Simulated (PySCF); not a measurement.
Calculated NMR parameters of Methyldichlorosilane

| Item | Value |
| --- | --- |
| Formula | CH4Cl2Si |
| SMILES | C[SiH](Cl)Cl |
| InChI | InChI=1S/CH4Cl2Si/c1-4(2)3/h4H,1H3 |
| Point group of the computed structure | C1 |
| Degrees of unsaturation | 0 |
| Carbon signals | 1 |
| Proton signals | 2 |

Structure with atom numbers: `[CH3:1][SiH:2]([Cl:3])[Cl:4]` (H(Xn): hydrogen on atom n).

Method: coordinates at the PBE0-D3(BJ)/def2-TZVP level, σ from GIAO-B97-2/pcSseg-2, in PySCF 2.14 (one conformer, rapidly exchanging positions averaged, in vacuum, non-relativistic Hamiltonian).

Chemical shifts δ = σref − σ; TMS for ¹H (σref 31.64) and ¹³C (σref 185.38) and ²⁹Si (σref 348.46), all at this level.

| carbon | δC, type | δH (multiplicity) | HMBC from (2–3 bonds) | span of the C tensor (ppm) |
| --- | --- | --- | --- | --- |
| C1 | 7.0, CH3 | 0.67 (d) | H(Si2) | 23 |

Other nuclei:
| atoms | nucleus | environment | δ (ppm) | σ (ppm) |
| --- | --- | --- | --- | --- |
| H(Si2) | ¹H | hydrogen on a silicon bonded to C, 2 Cl | 5.92 | 25.72 |
| Si2 | ²⁹Si | silicon bonded to C, 2 Cl, H | 19.2 | 329.3 |

1. δC 7.0: methyl carbon bonded to Si; an electropositive neighbour leaves it electron-rich and shielded.
2. δH 5.92: hydrogen on a silicon bonded to C, 2 Cl.
3. δH 0.67: hydrogen on a methyl carbon bonded to Si; an electropositive neighbour shields it, as in TMS itself.

Shifts are as computed. Against solution values, carbons near 30 ppm lie about +3 ppm off and those near 130 ppm about +7 ppm. Of 1211 compounds with measured shifts, 218 miss one by over three times the rms of a fit or turn the order of signals round; such compounds aren't used in these exercises. Multiplicities follow the n + 1 count of equivalent neighbours, as no J values were calculated; m marks all less simple cases, F and P coupling included.
